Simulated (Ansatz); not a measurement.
Input file for Ansatz (a program for electronic structure): SC-NEVPT2 on SA-CASSCF(4,3)/cc-pV(D+d)Z on CH2S (SMILES C=S), 2S+1 = 3, a spin state set in the input, which need not be the lowest. Files ending in .json are basis or fitting sets from the Basis Set Exchange.

Ansatz 0.2 input:
```yaml
crystal:
  periodic: [false, false, false]
  atoms:
    - {symbol: C, position_ang: [-0.98855101, 0.13181649, 0.22294557]}
    - {symbol: S, position_ang: [0.56452001, -0.07527487, -0.12731486]}
    - {symbol: H, position_ang: [-1.56079280, 0.97866225, -0.15231854]}
    - {symbol: H, position_ang: [-1.54022127, -0.56516332, 0.85168289]}
basis:
  gaussian:
    orbitals: cc-pV_D+d_Z.json
magnetization: {spin_polarized: false, initial_magnetization: 2}
correlation: {method: sc_nevpt2, electrons: outside_noble_gas, active_space: {window: {electrons: 4, orbitals: 3}, states: [{multiplicity: 1, weights: [1]}, {multiplicity: 3, weights: [1]}]}}
output: {orbitals: {seedname: ./end}}
```

The log:

```
Functional definition: HF
[...]
integrals: 0.01 GiB planned
856 factors; integrals over basis functions are off by at most 2.0e-7 eV
mean field: 0.13 GiB planned
mean field evaluation 1: about -11876.1776 eV, gradient 1.5e1 eV
mean field evaluation 2: about -11876.2237 eV, gradient 1.5e1 eV
mean field evaluation 4: about -11877.2893 eV, gradient 2.5e0 eV
mean field evaluation 8: about -11877.3515 eV, gradient 3.7e-1 eV
mean field evaluation 16: about -11877.2582 eV, gradient 1.2e0 eV
mean field evaluation 32: about -11876.3405 eV, gradient 7.8e-1 eV
mean field -11877.35396456 eV, -436.4847074379 hartree, gradient 8.6e-6 eV, S^2 2.000000; 4 other end points of the search recorded, 0 dependent functions left out
reference -11877.35396456 eV, -436.4847074379 hartree; 13, 11 occupied and 34, 36 virtual orbitals, 856 factors
configuration interaction: 0.14 GiB planned
configuration interaction: 0.00 GiB planned
state -11879.36824723 eV, -436.5587309608 hartree
state -11879.36824723 eV, -436.5587309608 hartree; corrected -11885.97765930 eV, -436.8016223741 hartree
configuration interaction: 0.00 GiB planned
state -11877.30545704 eV, -436.4829248195 hartree
state -11877.30545704 eV, -436.4829248195 hartree; corrected -11883.94555841 eV, -436.7269440441 hartree
Total energy: -11884.96160886 eV, -436.7642832091 hartree
```

Self-consistency was reached. The last total energy is the mean of the averaged states.

Cost: very roughly 2.1 core-seconds.
